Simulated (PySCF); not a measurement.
**Electronic absorption of 1,1-dimethylcyclohexane**

Species: 1,1-dimethylcyclohexane, C8H16.
InChI=1S/C8H16/c1-8(2)6-4-3-5-7-8/h3-7H2,1-2H3

Level of theory: TDDFT PBE0/def2-SVPD, vertical, gas phase, core orbitals frozen in the response in PySCF 2.14.0, density-fitted response routines. One conformer (not necessarily the lowest) at the PBE0-D3(BJ)/def2-SVP geometry, without solvent, vibrations or thermal averaging.

Q: What does the calculation give for the low-lying excited states?

A: 

```csv
state,E (eV),λ (nm),ν̃ (cm⁻¹),f,|μ| (D),symmetry,"main configurations (H = HOMO, L = LUMO)"
S1,7.77,159.6,62640,0.0086,0.54,A″,H→L (99%)
S2,7.96,155.8,64170,0.018,0.76,A′,H-1→L (98%)
S3,8.16,151.9,65830,0.020,0.80,A′,H-2→L (96%)
S4,8.35,148.4,67370,0.0064,0.45,A″,"H→L+1 (73%), H→L+2 (25%)"
S5,8.46,146.5,68250,0.057,1.34,A″,"H→L+2 (72%), H→L+1 (24%)"
S6,8.53,145.3,68800,0.0075,0.48,A′,"H-1→L+1 (83%), H-1→L+2 (12%)"
S7,8.58,144.5,69220,0.031,0.98,A′,H→L+3 (94%)
S8,8.62,143.9,69500,0.030,0.95,A′,"H-1→L+2 (84%), H-1→L+1 (10%)"
S9,8.73,142.1,70390,0.041,1.12,A′,"H-2→L+1 (52%), H-3→L (24%), H-4→L (11%)"
S10,8.75,141.6,70610,0.015,0.67,A″,"H-1→L+3 (53%), H-4→L (20%), H-2→L+3 (15%)"
```

Triplets, Tamm–Dancoff:

```json
{"state": "T1", "E (eV)": "7.61", "λ (nm)": "163.0", "main configurations (H = HOMO, L = LUMO)": "H→L (96%)"}
{"state": "T2", "E (eV)": "7.80", "λ (nm)": "158.9", "main configurations (H = HOMO, L = LUMO)": "H-1→L (96%)"}
{"state": "T3", "E (eV)": "7.97", "λ (nm)": "155.5", "main configurations (H = HOMO, L = LUMO)": "H-2→L (91%)"}
{"state": "T4", "E (eV)": "8.28", "λ (nm)": "149.8", "main configurations (H = HOMO, L = LUMO)": "H→L+1 (93%)"}
```

The lowest singlet lies at 7.77 eV (160 nm, vacuum ultraviolet) and is weak; its leading configuration is HOMO→LUMO (99%). The strongest level in the table is S5 at 8.46 eV (147 nm, f = 0.057). Löwdin shares by element: HOMO carbon 52% or more (atoms not listed hold the other 48%); LUMO carbon 28% or more (atoms not listed hold the other 72%). The oscillator strengths of these states sum to 0.234; summed over the whole spectrum of an exact calculation they would give the number of electrons, 64 (Thomas–Reiche–Kuhn). Weighted by f, the mean energy of these states is 8.47 eV. Of the 10 states listed, 7 reach f = 0.01 and none stays under 0.0005. All these states lie below the vertical ionisation energy of 9.91 eV (ΔSCF). Symmetry labels in Cs follow from the direction of the transition dipole and are given only for states with f of 0.002 or more. Only the lowest 10 singlets were computed, as vertical energies without vibronic structure.

Rough CPU time on one thread of a shared machine: about 3 min.
